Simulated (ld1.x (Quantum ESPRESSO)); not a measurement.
# Si (Z = 14): excitation energies, all-electron against PAW

* Element: silicon
* Generator: ld1.x (Quantum ESPRESSO) 7.5
* Type: PAW
* Functional: PBEsol
* Relativity: scalar-relativistic
* Frozen core: [Ne]
* Valence charge: 4
* Reference configuration: 3s1.5 3p2.5
* Partial waves: 3s (bound): rcut 1.70, rcutus 1.80 bohr; 3s channel at 1.4 Ry: rcut 1.70, rcutus 1.80 bohr; 3p (bound): rcut 1.45, rcutus 1.75 bohr; 3p channel at 2.65 Ry: rcut 1.45, rcutus 1.75 bohr; 3d channel at 0.2 Ry: rcut 1.65, rcutus 1.80 bohr; 3d channel at 1.15 Ry: rcut 1.65, rcutus 1.80 bohr
* Local potential: all-electron potential smoothed inside 1.40 bohr (lloc = -1)
* Core correction: a·sin(br)/r model core, default radius (core density twice the valence density)
* Augmentation charge: PSQ, inside the norm-conserving radii

Energies are relative to the spin-unpolarised reference configuration 3s1.5 3p2.5; without spin polarisation the order of configurations can differ from experiment.

Question: Give the all-electron excitation energy and the error of the potential for: 3s2 3p2; 3s2 3p1; 3s2 3p0; 3s2 3p2.3; 3s1 3p3; 3s1 3p2; 3s0 3p4.

Answer:

```json
{"valence configuration": "3s2 3p2", "charge": "0", "ΔE all-electron (eV)": "-3.377", "error AE − PS (meV)": "-0.1"}
{"valence configuration": "3s2 3p1", "charge": "+1", "ΔE all-electron (eV)": "4.336", "error AE − PS (meV)": "-0.5"}
{"valence configuration": "3s2 3p0", "charge": "+2", "ΔE all-electron (eV)": "20.300", "error AE − PS (meV)": "-8.2"}
{"valence configuration": "3s2 3p2.3", "charge": "-0.3", "ΔE all-electron (eV)": "-4.300", "error AE − PS (meV)": "-0.1"}
{"valence configuration": "3s1 3p3", "charge": "0", "ΔE all-electron (eV)": "3.417", "error AE − PS (meV)": "-0.3"}
{"valence configuration": "3s1 3p2", "charge": "+1", "ΔE all-electron (eV)": "11.745", "error AE − PS (meV)": "-1.9"}
{"valence configuration": "3s0 3p4", "charge": "0", "ΔE all-electron (eV)": "10.360", "error AE − PS (meV)": "-2.0"}
```
